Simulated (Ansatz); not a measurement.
Ansatz (an electronic-structure program) job for C3H2F3, SMILES C=C(F)[C](F)F, multiplicity 2, B3LYP-D3(BJ)/def2-SVP. 

Ansatz 0.2 input:
```yaml
crystal:
  periodic: [false, false, false]
  atoms:
    - {symbol: C, position_ang: [-1.08549956, -1.56263091, -0.00000000]}
    - {symbol: C, position_ang: [-0.00326696, -0.73201901, 0.00000000]}
    - {symbol: F, position_ang: [1.23426330, -1.26762105, 0.00000000]}
    - {symbol: C, position_ang: [-0.03661305, 0.65138621, 0.00000000]}
    - {symbol: F, position_ang: [-1.16925677, 1.34121101, 0.00000000]}
    - {symbol: F, position_ang: [1.02107719, 1.44255924, -0.00000000]}
    - {symbol: H, position_ang: [-2.07869037, -1.16035629, -0.00000000]}
    - {symbol: H, position_ang: [-0.94378567, -2.62540418, 0.00000000]}
basis:
  gaussian:
    orbitals: def2-SVP
hamiltonian:
  xc: b3lyp
  dispersion: d3bj
magnetization: {spin_polarized: true, initial_magnetization: 1}
relax: {f_tol: 0.002, max_steps: 200}
```

It prints:

```
WARN ansatz: RAYON_NUM_THREADS=1 ignored (pool sized by the plan → 1); use --threads N
Functional definition: B3LYP
integrals: 0.04 GiB planned
1033 factors; integrals over basis functions are off by at most 4.1e-4 eV
mean field: 0.58 GiB planned
mean field evaluation 1: about -11276.9757 eV, gradient 3.5e1 eV
mean field evaluation 2: about -11267.4847 eV, gradient 5.3e1 eV
mean field evaluation 4: about -11282.9942 eV, gradient 2.8e0 eV
mean field evaluation 8: about -11283.1016 eV, gradient 1.7e-1 eV
mean field evaluation 16: about -11283.1019 eV, gradient 3.0e-4 eV
mean field -11283.10191500 eV, -414.6463474152 hartree, gradient 8.7e-5 eV, S^2 0.776028; 0 other end points of the search recorded, 0 dependent functions left out
the calculation of the forces begins
reference -11283.10208391 eV, -414.6463536224 hartree; 24, 23 occupied and 70, 71 virtual orbitals, 1033 factors
relax step   1: F+E_penalty+E_count = -11283.32633101 eV  Δ(F+E_penalty+E_count) = +0.000e0 eV  max|allowed force component| = 1.034e0 eV/Å  Δτ_max = 0.0000 Å  (33 SCF iters, accepted)
these checks for a lower state are left out or cut short: starts, cluster_reference, orbital_swaps, neighbouring_geometries, increment
integrals: 0.04 GiB planned
1033 factors; integrals over basis functions are off by at most 4.2e-4 eV
mean field: 0.58 GiB planned
mean field -11283.12370448 eV, -414.6471481636 hartree, gradient 1.3e-5 eV, S^2 0.776704; 0 other end points of the search recorded, 0 dependent functions left out
the calculation of the forces begins
reference -11283.12387390 eV, -414.6471543900 hartree; 24, 23 occupied and 70, 71 virtual orbitals, 1033 factors
relax step   2: F+E_penalty+E_count = -11283.34790920 eV  Δ(F+E_penalty+E_count) = -2.158e-2 eV  max|allowed force component| = 4.422e-1 eV/Å  Δτ_max = 0.0161 Å  (36 SCF iters, accepted)
these checks for a lower state are left out or cut short: starts, cluster_reference, orbital_swaps, neighbouring_geometries, increment
integrals: 0.04 GiB planned
1033 factors; integrals over basis functions are off by at most 4.2e-4 eV
mean field: 0.58 GiB planned
mean field evaluation 32: about -11283.1269 eV, gradient 6.0e-5 eV
mean field -11283.12685649 eV, -414.6472639978 hartree, gradient 1.4e-5 eV, S^2 0.776967; 0 other end points of the search recorded, 0 dependent functions left out
the calculation of the forces begins
reference -11283.12702600 eV, -414.6472702275 hartree; 24, 23 occupied and 70, 71 virtual orbitals, 1033 factors
relax step   3: F+E_penalty+E_count = -11283.35109782 eV  Δ(F+E_penalty+E_count) = -3.189e-3 eV  max|allowed force component| = 4.749e-2 eV/Å  Δτ_max = 0.0077 Å  (36 SCF iters, accepted)
these checks for a lower state are left out or cut short: starts, cluster_reference, orbital_swaps, neighbouring_geometries, increment
integrals: 0.04 GiB planned
1033 factors; integrals over basis functions are off by at most 4.2e-4 eV
mean field: 0.58 GiB planned
mean field -11283.12692055 eV, -414.6472663519 hartree, gradient 2.2e-5 eV, S^2 0.776998; 0 other end points of the search recorded, 0 dependent functions left out
the calculation of the forces begins
reference -11283.12709003 eV, -414.6472725803 hartree; 24, 23 occupied and 70, 71 virtual orbitals, 1033 factors
relax step   4: F+E_penalty+E_count = -11283.35118290 eV  Δ(F+E_penalty+E_count) = -8.508e-5 eV  max|allowed force component| = 1.656e-2 eV/Å  Δτ_max = 0.0027 Å  (28 SCF iters, accepted)
these checks for a lower state are left out or cut short: starts, cluster_reference, orbital_swaps, neighbouring_geometries, increment
integrals: 0.04 GiB planned
1033 factors; integrals over basis functions are off by at most 4.2e-4 eV
mean field: 0.58 GiB planned
mean field -11283.12693243 eV, -414.6472667886 hartree, gradient 1.8e-5 eV, S^2 0.776958; 0 other end points of the search recorded, 0 dependent functions left out
the calculation of the forces begins
reference -11283.12710194 eV, -414.6472730182 hartree; 24, 23 occupied and 70, 71 virtual orbitals, 1033 factors
relax step   5: F+E_penalty+E_count = -11283.35120236 eV  Δ(F+E_penalty+E_count) = -1.946e-5 eV  max|allowed force component| = 7.898e-3 eV/Å  Δτ_max = 0.0022 Å  (28 SCF iters, accepted)
these checks for a lower state are left out or cut short: starts, cluster_reference, orbital_swaps, neighbouring_geometries, increment
integrals: 0.04 GiB planned
1033 factors; integrals over basis functions are off by at most 4.2e-4 eV
mean field: 0.58 GiB planned
mean field -11283.12694026 eV, -414.6472670766 hartree, gradient 2.4e-5 eV, S^2 0.776980; 0 other end points of the search recorded, 0 dependent functions left out
the calculation of the forces begins
reference -11283.12710976 eV, -414.6472733055 hartree; 24, 23 occupied and 70, 71 virtual orbitals, 1033 factors
relax step   6: F+E_penalty+E_count = -11283.35120604 eV  Δ(F+E_penalty+E_count) = -3.676e-6 eV  max|allowed force component| = 1.984e-3 eV/Å  Δτ_max = 0.0006 Å  (25 SCF iters, accepted)
integrals: 0.04 GiB planned
1033 factors; integrals over basis functions are off by at most 4.2e-4 eV
mean field: 0.58 GiB planned
mean field evaluation 64: about -11283.0783 eV, gradient 1.5e-1 eV
mean field -11283.12694026 eV, -414.6472670766 hartree, gradient 2.4e-5 eV, S^2 0.776980; 1 other end points of the search recorded, 0 dependent functions left out
the calculation of the forces begins
reference -11283.12710976 eV, -414.6472733055 hartree; 24, 23 occupied and 70, 71 virtual orbitals, 1033 factors
Total energy: -11283.35137554 eV, -414.6555149207 hartree
Atom 0 at    -1.090455    -1.564092    -0.000000 Å, force     0.000350     0.001984    -0.000000 eV/Å
Atom 1 at     0.002668    -0.728293    -0.000000 Å, force    -0.000387    -0.001455    -0.000000 eV/Å
Atom 2 at     1.241742    -1.247702    -0.000000 Å, force     0.000172    -0.000204    -0.000000 eV/Å
Atom 3 at    -0.036709     0.661364    -0.000000 Å, force    -0.001223     0.000525     0.000000 eV/Å
Atom 4 at    -1.167848     1.334816     0.000000 Å, force     0.000876     0.000076     0.000000 eV/Å
Atom 5 at     1.028064     1.427587     0.000000 Å, force    -0.000203     0.000245     0.000000 eV/Å
Atom 6 at    -2.098875    -1.153251     0.000000 Å, force     0.000217     0.000009     0.000000 eV/Å
Atom 7 at    -0.940359    -2.643304     0.000000 Å, force     0.000198    -0.001181     0.000000 eV/Å
Dipole moment:    -0.225248    -0.072918    -0.000000 e Å
```

The run converged.
